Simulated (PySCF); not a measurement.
Energy of Os²⁺ (osmium, charge +2) between two integer charges

The 5d beta orbital of [Xe] 4f14 5d6 is emptied in steps (occupation f), with all orbitals relaxed, ending at [Xe] 4f14 5d5. Calculation: PySCF 2.14, in def2-TZVP with the def2 core potential (60 electrons); a scalar-relativistic core potential. The exact energy is a straight line in f; departures are measured from the line between the end points of the same method.

| f | MN15 (eV) |
| --- | --- |
| 1 | 0.000 |
| 0.9 | -0.285 |
| 0.7 | -0.665 |
| 0.5 | -0.790 |
| 0.3 | -0.658 |
| 0.1 | -0.277 |
| 0 | 0.000 |

```tsv
method	E(f=0) − E(f=1) (eV)	−ε at f=1 (eV)	−ε at f=0.5 (eV)
MN15	27.152	23.989	27.172
```

Orbital energy along the path (eV):

| f | MN15 |
| --- | --- |
| 1 | -23.989 |
| 0.9 | -24.615 |
| 0.7 | -25.887 |
| 0.5 | -27.172 |
| 0.3 | -28.447 |
| 0.1 | -29.646 |
| 0 | -30.184 |

Reference removal energy between the ground levels: 25 ± 1.6 eV (theoretical estimate listed by NIST; NIST Atomic Spectra Database, ionization energies). The calculation has no spin-orbit coupling. The determinant left behind need not be the lowest term of the ion.
